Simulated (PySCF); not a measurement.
C₆H₁₆P (charge +1).
Atom-mapped SMILES: `[CH3:1][CH2:2][C@@H:3]([CH3:4])[PH+:5]([CH3:6])[CH3:7]` (hydrogens: H8, H9, H10 on C1; H11, H12 on C2; H13 on C3; H14, H15, H16 on C4; H17 on P5; H18, H19, H20 on C6; H21, H22, H23 on C7)

The same species was optimised twice, with GFN2-xTB and with PBE0-D3(BJ)/def2-SVP (PySCF), and the same property calculations (PySCF, gas phase) were run on both structures.

```csv
coordinate,GFN2-xTB,PBE0-D3(BJ)/def2-SVP,change
C3–P5 (Å),1.831,1.824,-0.007
P5–C7 (Å),1.805,1.798,-0.007
P5–C6 (Å),1.805,1.800,-0.005
C2–C3 (Å),1.535,1.538,+0.003
C1–C2 (Å),1.523,1.521,-0.002
C3–C4 (Å),1.530,1.529,-0.001
C1–C2–C3 (°),113.6,115.8,+2.2
C4–C3–P5 (°),108.9,110.2,+1.3
C6–P5–C7 (°),108.8,110.0,+1.2
C3–P5–C7 (°),113.0,112.1,-0.9
C3–P5–C6 (°),110.6,111.4,+0.8
C2–C3–C4 (°),113.5,114.1,+0.6
C2–C3–P5 (°),111.3,111.7,+0.4
C1–C2–C3–C4 (°),-65,-65,0
C2–C3–P5–C6 (°),171,170,-1
```

Rotational constants: A = 2710, B = 1612, C = 1182 MHz (GFN2-xTB) against A = 2705, B = 1586, C = 1164 MHz (PBE0-D3(BJ)/def2-SVP). Point groups within 0.08 Å: C1 and C1.

On the GFN2-xTB structure: HOMO (eV) -13.54 [PBE0/pcSseg-1]; LUMO (eV) -3.64 [PBE0/pcSseg-1]; GIAO shielding of C1 (ppm) 176.7 [PBE0/pcSseg-1]; GIAO shielding of C2 (ppm) 160.1 [PBE0/pcSseg-1]; GIAO shielding of C3 (ppm) 151.0 [PBE0/pcSseg-1]; GIAO shielding of C4 (ppm) 171.5 [PBE0/pcSseg-1]; GIAO shielding of P5 (ppm) 332.0 [PBE0/pcSseg-1]; GIAO shielding of C6 (ppm) 182.0 [PBE0/pcSseg-1]; GIAO shielding of C7 (ppm) 181.8 [PBE0/pcSseg-1].

Problem. What do these properties become on the PBE0-D3(BJ)/def2-SVP structure?

Solution. 
```
                                    property          level  on GFN2-xTB  on PBE0-D3(BJ)/def2-SVP  change
                                   HOMO (eV)  PBE0/pcSseg-1       -13.54                   -13.39   +0.15
                                   LUMO (eV)  PBE0/pcSseg-1        -3.64                    -3.71   -0.07
energy, GFN2-xTB geometry as zero (kcal/mol)  PBE0/pcSseg-1          0.0                     -1.1    -1.1
                  GIAO shielding of C1 (ppm)  PBE0/pcSseg-1        176.7                    176.6    -0.1
                  GIAO shielding of C2 (ppm)  PBE0/pcSseg-1        160.1                    159.4    -0.7
                  GIAO shielding of C3 (ppm)  PBE0/pcSseg-1        151.0                    152.0    +1.0
                  GIAO shielding of C4 (ppm)  PBE0/pcSseg-1        171.5                    170.7    -0.8
                  GIAO shielding of P5 (ppm)  PBE0/pcSseg-1        332.0                    329.3    -2.7
                  GIAO shielding of C6 (ppm)  PBE0/pcSseg-1        182.0                    181.0    -1.0
                  GIAO shielding of C7 (ppm)  PBE0/pcSseg-1        181.8                    180.9    -0.9
```

The heavy atoms differ by 0.032 Å rms after alignment. Among bonds between heavy atoms C3–P5 and P5–C7 change most and about equally (-0.007 Å). Changes are differences of the printed values. Neither structure is proved a minimum here. The structure is a single PBE0-D3(BJ)/def2-SVP conformer in the gas phase; no vibrational or solvent corrections.

Shape of the structure used: `[CH3:1][CH2:2][C@@H:3]([CH3:4])[PH+:5]([CH3:6])[CH3:7]`: C1–C2–C3–C4 -65°, C2–C3–P5–C6 170°.
